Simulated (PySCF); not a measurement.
**Variants of one PySCF input: LiZn**

Base input, run as `OMP_NUM_THREADS=1 python input.py` with PySCF 2.14:

```python
from pyscf import gto, scf
from pyscf.prop.polarizability import uhf as pol

mol = gto.M(
    atom='Li 0 0 0; Zn 0 0 2.228',
    basis='def2-svpd',
    charge=0,
    spin=1,
    verbose=4,
)
mf = scf.UHF(mol)
mf.kernel()
print('polarizability (a.u.)')
print(pol.Polarizability(mf).polarizability().round(4))
mf.dip_moment()
print('orbital energies (hartree):', [e[max(0, n-3):n+3].round(4) for e, n in zip(mf.mo_energy, mol.nelec)])
```

Base result: E(SCF) = -1784.961252 Eh, 14 cycles, ⟨S²⟩ = 0.805, μz(SCF) = 0.91 D, α(xx, yy, zz) = 258.2, 258.2, 577.0 bohr³. The bond length is a typed value, not an optimised one. No search for the lowest solution was made.

Run time: 1.6 s on 1 thread of Intel Xeon Platinum 8375C @ 2.90GHz (shared host), peak memory 0.11 GiB.

Each row names what differs from the base; energies in brackets are changes from the base.

| change | result | wall time (s) |
| --- | --- | --- |
| spin (2S): 1 → 2 [unsound on purpose] | stops with RuntimeError (Electron number 33 and spin 2 are not consistent) | 0.76 |
| level shift (hartree): none → -0.2 [unsound on purpose] [may be another electronic state] | not converged: SCF after 50 cycles | 1.5 |
| density fitting: none → weigend [this fitting set is unfit for the basis or for exact exchange; a fit set errs by some meV] | E(SCF) = -1771.810427 Eh, 13 cycles, ⟨S²⟩ = 0.805, μz(SCF) = 0.84 D, α(xx, yy, zz) = 256.3, 256.3, 581.0 bohr³ | 1.1 |
| geometry: bond 2.228 → bond 0.3 [unsound on purpose] | E(SCF) = -1754.025735 Eh, 10 cycles, ⟨S²⟩ = 0.755, μz(SCF) = -0.97 D, α(xx, yy, zz) = 39.6, 39.5, 27.1 bohr³ | 1.1 |
| basis set: def2-svpd → jorge-dzp | E(SCF) = -1785.086096 Eh (-3.3972 eV), 14 cycles, ⟨S²⟩ = 0.807, μz(SCF) = 0.79 D, α(xx, yy, zz) = 220.8, 220.8, 484.0 bohr³ | 1.9 |
| basis set: def2-svpd → def2-tzv2p [unsound on purpose] | stops with BasisNotFoundError (def2-tzv2p) | 0.83 |
| functional: none (Hartree–Fock) → b3pw91; SCF type: UHF → UKS; step after the SCF: polarizability → analyze | E(SCF) = -1786.612052 Eh, 9 cycles, ⟨S²⟩ = 0.755, μz(SCF) = 0.12 D | 2.7 |
| basis set: def2-svpd → lanl2dz; core potential: off → on | E(SCF) = -70.923740 Eh, ⟨S²⟩ = 0.791, μz(SCF) = 1.41 D, α(xx, yy, zz) = 224.4, 224.4, 474.0 bohr³ | 0.93 |
| density fitting: none → def2-universal-jkfit | E(SCF) = -1784.961160 Eh (+0.0025 eV), 14 cycles, ⟨S²⟩ = 0.805, μz(SCF) = 0.91 D, α(xx, yy, zz) = 258.1, 258.1, 577.0 bohr³ | 1.7 |
| level shift (hartree): none → 0.5 | E(SCF) = -1784.961252 Eh (+0.0000 eV), 35 cycles, ⟨S²⟩ = 0.805, μz(SCF) = 0.92 D, α(xx, yy, zz) = 258.3, 258.3, 577.0 bohr³ | 1.4 |
| electric field along z (a.u.): none → -0.01 [may be another electronic state] | E(SCF) = -1784.981483 Eh (-0.5505 eV), 13 cycles, ⟨S²⟩ = 0.761, μz(SCF) = -9.14 D, α(xx, yy, zz) = 77.9, 77.9, 194.0 bohr³ | 1.3 |
| spin (2S): 1 → 35 [unsound on purpose] | stops with AssertionError | 0.7 |
| step after the SCF: polarizability → optimize | E(SCF) = -1784.961252 Eh (+0.0000 eV), 14 cycles, ⟨S²⟩ = 0.805, all at the start geometry; optimised bond 4.572 Å with E = -1784.986358 Eh after 12 steps | 13 |
| basis set: def2-svpd → 6-31g* | E(SCF) = -1784.896801 Eh (+1.7538 eV), 13 cycles, ⟨S²⟩ = 0.801, μz(SCF) = 0.88 D, α(xx, yy, zz) = 190.7, 190.7, 436.2 bohr³ | 1.3 |
| geometry: bond 2.228 → bond 2.072 | E(SCF) = -1784.945492 Eh (+0.4288 eV), 13 cycles, ⟨S²⟩ = 0.800, μz(SCF) = 1.49 D, α(xx, yy, zz) = 413.5, 413.5, 554.2 bohr³ | 1.2 |
| spin (2S): 1 → 3 [a high spin state] | E(SCF) = -1784.878669 Eh (+2.2472 eV), 13 cycles, ⟨S²⟩ = 3.752, μz(SCF) = -4.27 D, α(xx, yy, zz) = 72.1, 177.9, 220.8 bohr³ | 1.3 |
| basis set: def2-svpd → sbkjc; core potential: off → on | E(SCF) = -225.119459 Eh, ⟨S²⟩ = 0.798, μz(SCF) = 1.16 D, α(xx, yy, zz) = 218.2, 218.2, 436.9 bohr³ | 0.96 |
| step after the SCF: polarizability → stability | E(SCF) = -1784.961252 Eh (+0.0000 eV), 14 cycles, ⟨S²⟩ = 0.805, μz(SCF) = 0.91 D, internal stable; real -> complex stable; UHF/UKS -> GHF/GKS stable | 1.5 |

Task: Order these changes by how far they move the SCF energy from the base, largest first: (1) density fitting: none → def2-universal-jkfit; (2) electric field along z (a.u.): none → -0.01; (3) geometry: bond 2.228 → bond 2.072.

Result: (2) -0.5505 eV, (3) +0.4288 eV, (1) +0.0025 eV.
